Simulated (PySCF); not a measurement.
All values below come from TPSSh-D3(BJ)/def2-TZVP // B3LYP-D3(BJ)/def2-TZVP (PySCF). All species are isolated molecules in the gas phase. One relaxed conformer stands for a flexible species; it need not be the lowest. Delta-SCF ions had no search for a lower state. Excitations are Tamm–Dancoff values on a coarser integration grid. The basis has no diffuse functions, so Rydberg states are missing or too high.

Reference species (SMILES): `N/C=N/C` (neutral, multiplicity 1).

The S1–T1 gap (TDA) is 1.44 eV and the vertical ionisation energy (Delta-SCF) is 8.74 eV. The S1 oscillator strength comes out as 0.001.

After one change: the S1–T1 gap (TDA) falls by 0.19 eV; the vertical ionisation energy (Delta-SCF) goes up by 0.38 eV; the S1 oscillator strength is nearly the same.

### Question
Which change was made? The new species is one of these.
(A) `[H]/N=C(/C)N`
(B) `C=NCN`
(C) `C1NCN1`
(D) `C=C(N)N`

### Answer
A, `[H]/N=C(/C)N`
